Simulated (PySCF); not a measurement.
C₃H₅FOSi, SMILES C([Si@@H](O)C#C)F. Atoms are numbered in the order given.

```xyz
11

C      2.5409     0.6620    -0.8561
C      1.3404     0.5465    -0.6178
Si    -0.4543     0.3843    -0.2434
O     -1.0041     1.6868     0.6669
C     -0.7599    -1.1376     0.8514
F     -0.4513    -2.2882     0.1255
H      3.5984     0.7574    -1.0677
H     -1.1812     0.2407    -1.5493
H     -0.7347     2.5652     0.3471
H     -1.8246    -1.1756     1.1786
H     -0.1313    -1.0946     1.7696
```

Geometry: PBE-D3(BJ)/def2-SVP. The structure was generated by enumeration; whether it is a known compound was not checked. The values are those of a single conformer.

Level of theory: PBE/pcSseg-1 (PySCF).

GIAO shieldings, no solvent; atoms alike by connectivity are averaged. δ = σ(ref) − σ: ¹³C against TMS (σ = 182.0 ppm); ²⁹Si against TMS (σ = 335.4 ppm); ¹⁷O against H2O (σ = 334.3 ppm); ¹⁹F against CFCl3 (σ = 133.6 ppm); ¹H against TMS (σ = 31.49 ppm), references at their B3LYP-D3(BJ)/def2-TZVP geometries, non-relativistic.

```
nucleus     atoms  count  δ (ppm)
-------  --------  -----  -------
¹³C            C1      1    103.4
¹³C            C2      1     90.3
¹³C            C5      1     83.3
²⁹Si          Si3      1    -34.3
¹⁷O            O4      1     39.2
¹⁹F            F6      1   -329.5
¹H             H8      1     5.66
¹H       H10, H11      2     5.26
¹H             H7      1     2.90
¹H             H9      1     1.36
```
